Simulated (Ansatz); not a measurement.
Relaxation of CH6FNOSi (11 atoms, charge 0, multiplicity 1), to a largest force component of 0.02 eV/Å in at most 40 steps.

Level of theory: RKS B3LYP-D4/STO-3G in Ansatz 0.2.0.

```xyz
11
Properties=species:S:1:pos:R:3:forces:R:3
Si 0.000 0.000 0.000 -0.85 3.12 -0.12
C 0.000 0.000 1.870 0.01 -0.12 0.27
H -1.000 -0.309 2.240 0.55 0.19 0.08
H 0.768 -0.711 2.240 -0.43 0.39 0.13
H 0.232 1.020 2.240 -0.13 -0.59 0.02
O 1.584 0.000 -0.559 0.69 0.92 -0.44
H 1.901 -0.952 -0.676 -0.21 -0.44 0.09
N -0.857 1.485 -0.606 1.15 -1.73 0.54
H -1.877 1.430 -0.889 1.40 0.64 0.22
H -0.337 2.406 -0.677 -1.21 -0.98 -0.14
F -0.749 -1.297 -0.529 -0.97 -1.41 -0.64
```

Task: Where does it end, and by what steps?

Result: The forces met the threshold. The force dipped under the threshold on the way, but the program's further checks kept it going. Limits of this set-up: minimal basis. After 24 steps the energy has fallen by 0.513 eV; H10 moved furthest, 1.17 Å.

```csv
step,energy less start (eV),largest force component (eV/Å),accepted
0,0.0000,3.117,yes
1,-0.2965,1.639,yes
2,-0.3615,0.267,yes
3,-0.3966,0.213,yes
4,-0.3864,1.344,no
5,-0.4209,0.225,yes
6,-0.4389,0.509,yes
7,-0.4672,0.285,yes
8,-0.4857,0.183,yes
9,-0.4856,0.374,no
10,-0.4898,0.129,yes
11,-0.4915,0.099,yes
12,-0.4931,0.299,yes
13,-0.4961,0.108,yes
14,-0.5009,0.051,yes
15,-0.5027,0.102,yes
16,-0.4805,1.148,no
17,-0.5069,0.050,yes
18,-0.5082,0.284,yes
19,-0.5105,0.146,yes
20,-0.5123,0.110,yes
21,-0.5128,0.107,yes
22,-0.5132,0.031,yes
23,-0.5133,0.015,yes
24,-0.5134,0.012,yes
```

```xyz
11
Properties=species:S:1:pos:R:3
Si 0.063 0.087 -0.016
C -0.076 -0.064 1.852
H -1.124 -0.054 2.175
H 0.375 -0.994 2.221
H 0.433 0.774 2.346
O 1.653 0.244 -0.614
H 2.083 -0.668 -0.445
N -0.720 1.563 -0.505
H -1.681 1.708 -0.128
H -0.765 1.735 -1.532
F -0.578 -1.259 -0.699
```

Run time: 63 s on 1 thread of Arm Neoverse V2, with other jobs on the host, peak memory 0.17 GiB.
